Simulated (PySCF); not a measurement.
Run record: geometry optimisation, 4,4'-bipyridine, `c1cc(-c2ccncc2)ccn1`.

Method: PBE0-D3(BJ)/def2-SVP geometry optimisation, gas phase (PySCF 2.14.0). Start geometry: GFN2-xTB. A driver script takes a list of jobs; this job's settings line and coordinates (Å) are shown.

Command:
```bash
OMP_NUM_THREADS=1 python probes_run.py task.json out
```

Input:
```
{"job": {"xc": "PBE0", "basis": "def2-SVP", "d3": "d3bj", "grid": 1, "shake": 0.01, "kind": "geom"}, "charge": 0, "multiplicity": 1}
C     -2.930290     0.767450    -0.235590
C     -1.590810     1.010300    -0.181780
C     -0.749800    -0.087260    -0.150920
C      0.761790     0.089570    -0.080150
C      1.371540     1.059740    -0.839990
C      2.747330     1.184330    -0.734810
N      3.504550     0.408670     0.044550
C      2.899740    -0.510130     0.758010
C      1.513390    -0.717420     0.759640
C     -1.308420    -1.356300    -0.160150
C     -2.694030    -1.459210    -0.228420
N     -3.488660    -0.410610    -0.263460
H     -3.676260     1.630470    -0.276040
H     -1.209710     2.022620    -0.135840
H      0.810510     1.699430    -1.491000
H      3.288790     1.936940    -1.298570
H      3.529820    -1.110850     1.384830
H      1.054780    -1.478490     1.363750
H     -0.690460    -2.247190    -0.158740
H     -3.194810    -2.416650    -0.262210
```

Problem. Estimate the output.

Solution. 
```
step   0  E = -494.45515522  max force = 0.049340
step   1  E = -494.46294007  max force = 0.007135
step   2  E = -494.46314559  max force = 0.007810
step   3  E = -494.46318454  max force = 0.004539
step   4  E = -494.46345225  max force = 0.002578
step   5  E = -494.46350103  max force = 0.000747
step   6  E = -494.46351582  max force = 0.000630
step   7  E = -494.46352107  max force = 0.000483
step   8  E = -494.46351881  max force = 0.001061
step   9  E = -494.46352511  max force = 0.000282
optimisation converged
```

Energies in Eh; «max force» is the largest Cartesian gradient component in Eh/bohr.

Problem. How much energy does the optimisation release, in kJ/mol?

Solution. E(step 0) − E(last step) = 0.008370 Eh, which is 22.0 kJ/mol.

Problem. Give the first gradient maximum in eV/Å.

Solution. With 1 Eh/bohr = 51.422 eV/Å, 2.537 eV/Å.

In short: final energy -494.46353 Eh after 9 steps; dipole 0.01 D.

Problem. Where do the atoms end?

Solution. 0.083 Å rms from the input after alignment:
```
atom  x, y, z in Å
C1    -3.0011    0.9092   -0.2026
C2    -1.6263    1.1318   -0.1759
C3    -0.7585    0.0349   -0.1123
C4     0.7090    0.2104   -0.0780
C5     1.3391    1.2439   -0.7816
C6     2.7252    1.3633   -0.7132
N7     3.5034    0.5477   -0.0070
C8     2.9080   -0.4350    0.6631
C9     1.5313   -0.6482    0.6611
C10   -1.3441   -1.2362   -0.0815
C11   -2.7325   -1.3454   -0.1159
N12   -3.5538   -0.3006   -0.1742
H13   -3.6900    1.7609   -0.2416
H14   -1.2376    2.1523   -0.1782
H15    0.7605    1.9352   -1.3978
H16    3.2309    2.1636   -1.2660
H17    3.5611   -1.0962    1.2445
H18    1.1036   -1.4611    1.2515
H19   -0.7259   -2.1360   -0.0564
H20   -3.2021   -2.3358   -0.1003
```

Problem. How long does this job take on one thread, AMD EPYC 7B13 (x86_64), on a shared host? And the peak memory of the process?

Solution. About 3.4 min, with 0.89 GiB resident at the peak, the Python interpreter and its libraries included.
Labels such as C1 count atoms from 1, the log's own numbers from 0.
